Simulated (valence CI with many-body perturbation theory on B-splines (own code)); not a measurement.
Energy levels of Gd LII

Calculated by valence CI with perturbative core correlation (CI+MBPT): three valence electrons over a frozen Dirac-Fock core [Ne], radial functions for each j: 11 s, 11 p, 10 d, 8 f, 5 g, 2 h, with the one-electron correlation potential Σ1 (screened to all orders), the two-electron term Σ2, the three-electron term Σ3, Breit, model QED; selected single and double excitations, second order for the rest, scaled by the run's own slope (own B-spline code, finite nucleus).

No measured spectrum was set against this ion. As an estimate, large intervals hold to a few tenths of a per cent, small ones and those within an open d or f shell to about a per cent.

Levels 1 to 45 of 157, with energies above the lowest level, (3s^2 3p1/2) J=1/2. "Leading %" is the weight of the configuration and term that name the level; weights of strongly mixed levels are sums over their largest components and can fall short, so below about 35 % the name and the second component can differ from the true leading terms, or belong to a minority configuration. In the jj column 3d3/2^4 stands for four electrons in 3d with j = 3/2. Lifetimes count E1, E2, E3, M1 and M2 decay at the calculated energies, and are blank where another channel may lead or the interval is too uncertain; long ones can be off by a factor of two.

| No. | Configuration | Term | J | E (Ry) | Leading % | Lifetime | Leading jj |
| --- | --- | --- | --- | --- | --- | --- | --- |
| 1 | 3s2.3p | 2P° | 1/2 | 0.000 | 99 |  | 3s^2 3p1/2 (99 %) |
| 2 | 3s.3p2 | 4P | 1/2 | 9.751 | 57 | 43.1 ps | 3s 3p1/2^2 (98 %) |
| 3 | 3s2.3p | 2P° | 3/2 | 13.446 | 99 | 25.9 ns | 3s^2 3p3/2 (99 %) |
| 4 | 3s.3p2 | 4P | 3/2 | 21.439 | 90 | 243 ps | 3s 3p1/2 3p3/2 (99 %) |
| 5 | 3s.3p2 | 2D | 5/2 | 22.513 | 57 | 114 ps | 3s 3p1/2 3p3/2 (97 %) |
| 6 | 3s.3p2 | 2D | 3/2 | 23.877 | 55 | 3.52 ps | 3s 3p1/2 3p3/2 (83 %) |
| 7 | 3s.3p2 | 2P | 1/2 | 24.496 | 70 | 1.07 ps | 3s 3p1/2 3p3/2 (97 %) |
| 8 | 3s2.3d | 2D | 3/2 | 27.668 | 83 | 828 fs | 3s^2 3d3/2 (83 %) |
| 9 | 3s2.3d | 2D | 5/2 | 30.183 | 94 | 7.33 ps | 3s^2 3d5/2 (94 %) |
| 10 | 3p3 | 2P° | 3/2 | 33.588 | 34 | 4.69 ps | 3p1/2^2 3p3/2 (73 %) |
| 11 | 3s.3p.3d | 4F° | 3/2 | 34.600 | 71 | 10.2 ps | 3s 3p1/2 3d3/2 (84 %) |
| 12 | 3s.3p.3d | 4F° | 5/2 | 35.387 | 48 | 56.5 ps | 3s 3p1/2 3d3/2 (96 %) |
| 13 | 3s.3p2 | 4P | 5/2 | 35.793 | 54 | 3.58 ps | 3s 3p3/2^2 (95 %) |
| 14 | 3s.3p.3d | 4D° | 1/2 | 36.980 | 62 | 1.18 ps | 3s 3p1/2 3d3/2 (98 %) |
| 15 | 3s.3p.3d | 4D° | 3/2 | 37.242 | 39 | 973 fs | 3s 3p1/2 3d3/2 (84 %) |
| 16 | 3s.3p2 | 2S | 1/2 | 37.974 | 69 | 1.52 ps | 3s 3p3/2^2 (98 %) |
| 17 | 3s.3p2 | 2P | 3/2 | 38.392 | 63 | 753 fs | 3s 3p3/2^2 (97 %) |
| 18 | 3s.3p.3d | 4P° | 5/2 | 38.503 | 38 | 6.43 ps | 3s 3p1/2 3d5/2 (99 %) |
| 19 | 3s.3p.3d | 4F° | 7/2 | 39.252 | 48 | 9.48 ps | 3s 3p1/2 3d5/2 (97 %) |
| 20 | 3s.3p.3d | 2F° | 5/2 | 39.925 | 50 | 7.18 ps | 3s 3p1/2 3d5/2 (95 %) |
| 21 | 3s.3p.3d | 2D° | 3/2 | 40.257 | 41 | 2.62 ps | 3s 3p1/2 3d5/2 (81 %) |
| 22 | 3p2.3d | 2D | 3/2 | 46.508 | 38 | 8.63 ps | 3p1/2^2 3d3/2 (98 %) |
| 23 | 3p3 | 2D° | 5/2 | 46.682 | 72 | 2.03 ps | 3p1/2 3p3/2^2 (72 %) |
| 24 | 3p3 | 4S° | 3/2 | 46.972 | 46 | 905 fs | 3p1/2 3p3/2^2 (90 %) |
| 25 | 3p3 | 2P° | 1/2 | 47.896 | 84 | 1.27 ps | 3p1/2 3p3/2^2 (84 %) |
| 26 | 3s.3p.3d | 4D° | 3/2 | 48.926 | 42 | 1.36 ps | 3s 3p3/2 3d3/2 (98 %) |
| 27 | 3s.3p.3d | 4P° | 1/2 | 49.019 | 84 | 1.64 ps | 3s 3p3/2 3d3/2 (97 %) |
| 28 | 3s.3p.3d | 4D° | 5/2 | 49.054 | 47 | 1.05 ps | 3s 3p3/2 3d3/2 (82 %) |
| 29 | 3s.3p.3d | 4F° | 7/2 | 49.289 | 40 | 1.73 ps | 3s 3p3/2 3d3/2 (86 %) |
| 30 | 3p2.3d | 2D | 5/2 | 50.367 | 30 | 5.22 ps | 3p1/2^2 3d5/2 (97 %) |
| 31 | 3s.3p.3d | 4F° | 9/2 | 50.729 | 100 | 38.5 ns | 3s 3p3/2 3d5/2 (100 %) |
| 32 | 3s.3p.3d | 2D° | 3/2 | 50.852 | 64 | 810 fs | 3s 3p3/2 3d3/2 (76 %) |
| 33 | 3s.3p.3d | 2F° | 5/2 | 51.876 | 65 | 694 fs | 3s 3p3/2 3d3/2 (85 %) |
| 34 | 3s.3p.3d | 2P° | 1/2 | 52.150 | 69 | 573 fs | 3s 3p3/2 3d3/2 (85 %) |
| 35 | 3s.3p.3d | 2D° | 5/2 | 52.186 | 50 | 1.99 ps | 3s 3p3/2 3d5/2 (87 %) |
| 36 | 3s.3p.3d | 2F° | 7/2 | 52.820 | 70 | 3.30 ps | 3s 3p3/2 3d5/2 (88 %) |
| 37 | 3s.3p.3d | 2P° | 3/2 | 52.924 | 44 | 1.93 ps | 3s 3p3/2 3d5/2 (73 %) |
| 38 | 3s.3p.3d | 2F° | 7/2 | 53.915 | 73 | 1.29 ps | 3s 3p3/2 3d5/2 (97 %) |
| 39 | 3s.3p.3d | 2P° | 1/2 | 54.573 | 84 | 2.18 ps | 3s 3p3/2 3d5/2 (87 %) |
| 40 | 3s.3p.3d | 2P° | 3/2 | 55.167 | 79 | 963 fs | 3s 3p3/2 3d5/2 (97 %) |
| 41 | 3s.3p.3d | 2D° | 5/2 | 55.329 | 63 | 914 fs | 3s 3p3/2 3d5/2 (92 %) |
| 42 | 3p2.3d | 2F | 5/2 | 58.380 | 51 | 2.80 ps | 3p1/2 3p3/2 3d3/2 (91 %) |
| 43 | 3p2.3d | 4F | 3/2 | 58.861 | 40 | 1.56 ps | 3p1/2 3p3/2 3d3/2 (98 %) |
| 44 | 3p2.3d | 4D | 1/2 | 59.031 | 81 | 1.46 ps | 3p1/2 3p3/2 3d3/2 (99 %) |
| 45 | 3p2.3d | 2G | 7/2 | 59.225 | 46 | 2.11 ps | 3p1/2 3p3/2 3d3/2 (92 %) |

The ionisation energy to 3s2 1S_0 of the next ion comes out as 4694.7 eV (NIST: 4693 ± 4 eV (theoretical)). All 157 levels together are meant to be complete up to 168.818 Ry.
